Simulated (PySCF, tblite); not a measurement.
Isomers of C6H10NO (doublet state), one GFN2-xTB conformer each. Single-point energies are computed at B3LYP/pcH-1 (PySCF, gas phase, no added dispersion term), electronic only. GFN2-xTB treats the open shell by occupation alone, and not every SCF solution was tested for stability.

Question: Rank them by B3LYP/pcH-1 energy, lowest first (kJ/mol).
A. `[H]/[N:1]=[C:2]\[CH2:3][CH2:4][CH:5]1[CH2:6][O:7][CH2:8]1` (doublet state) with N1–C2–C3–C4 153°, C2–C3–C4–C5 -65°, C3–C4–C5–C6 74°
B. `[CH3:1][O:2][C@@H:3]1[CH2:4][CH2:5][CH2:6][C:7]=[N:8]1` (doublet state) with C1–O2–C3–C4 -176°, O2–C3–C4–C5 -166°, C3–C4–C5–C6 60°, C4–C5–C6–C7 -42°, C5–C6–C7–N8 14°
C. `[CH2:1]=[CH:2][C:3]([CH3:4])([CH3:5])[N:6][CH:7]=[O:8]` (doublet state) with C1–C2–C3–C4 -116°, C2–C3–N6–C7 -50°, C3–N6–C7–O8 -179°

Answer: B (0.0), C (30.0), A (106.5).

As drawn, the highest has a four-membered ring and an N–H bond, which the lowest lacks. GFN2-xTB itself gives, in the same order: 0.0, 20.9, 119.9. Both levels put the same isomer lowest; measured from each level's own lowest isomer, the values differ by up to 13.4 kJ/mol ([H]/N=[C]\CCC1COC1: 119.9 against 106.5).

Q: What happens when harmonic zero-point energies from GFN2-xTB frequencies are added?

A: 
```json
{"SMILES": "CO[C@@H]1CCC[C]=N1", "ZPE (kJ/mol)": "393.8", "electronic (kJ/mol)": "0.0", "with ZPE (kJ/mol)": "0.0"}
{"SMILES": "C=CC(C)(C)[N]C=O", "ZPE (kJ/mol)": "380.1", "electronic (kJ/mol)": "30.0", "with ZPE (kJ/mol)": "16.3"}
{"SMILES": "[H]/N=[C]\\CCC1COC1", "ZPE (kJ/mol)": "387.9", "electronic (kJ/mol)": "106.5", "with ZPE (kJ/mol)": "100.6"}
```

The zero-point energies span 13.7 kJ/mol. The order is unchanged.
